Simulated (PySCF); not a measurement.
# Threshold energies of ZnO in a plasma

PBE in PySCF with def2-TZVPPD on every atom, for the lowest determinant that a PBE0 search found; no spin–orbit coupling.

```
species  state (unpaired electrons)  Re (Å)  ωe (cm⁻¹)  energy of the minimum from the neutral (eV)  De (eV)  dissociates to
    ZnO          triplet (σ ↑, π ↑)   1.884        491                                         0.00     1.64          Zn + O
   ZnO⁺               doublet (π ↑)   1.807        610                                         9.02     2.03         Zn⁺ + O
   ZnO⁻               doublet (σ ↑)   1.770        634                                        -2.47     2.34         Zn + O⁻
```

Q: Work out the lowest energy to break ZnO into atoms, from its vibrational ground state.

A: D0 = De − ωe/2 = 1.64 − 0.03 = 1.61 eV (PBE/def2-TZVPPD).

Q: Work out the ionisation energy of the Zn atom at this level and the threshold of dissociative ionisation.

A: IE(Zn) = 9.02 + 2.03 − 1.64 = 9.41 eV, so Zn⁺ + O + e⁻ appears at D0 + IE(Zn) = 11.02 eV (PBE/def2-TZVPPD). The measured IE(Zn) is 9.394 eV (NIST ASD).

Q: Work out the electron affinity of the O atom and the threshold of dissociative attachment.

A: EA(O) = 1.64 − 2.34 − (-2.47) = 1.77 eV, so Zn + O⁻ needs D0 − EA(O) = -0.16 eV (negative: it is exothermic at zero electron energy) (PBE/def2-TZVPPD). The measured EA(O) is 1.461 eV.

Q: At which energy does ion-pair formation open?

A: Zn⁺ + O⁻ lies at D0 + IE(Zn) − EA(O) = 9.25 eV (PBE/def2-TZVPPD).

These are thermodynamic thresholds; the onsets seen under electron impact lie higher where the geometry changes, and cross-sections peak well above them.

For an ion De counts to the pair picked by the measured ionisation energies or electron affinities, which need not be the lowest pair at this level. The highest Kohn–Sham level is positive in this anion. Much of that is self-interaction error, but it also means that the finite basis helps to hold the extra electron. States were picked by a PBE0 search and need not be the measured ground states.
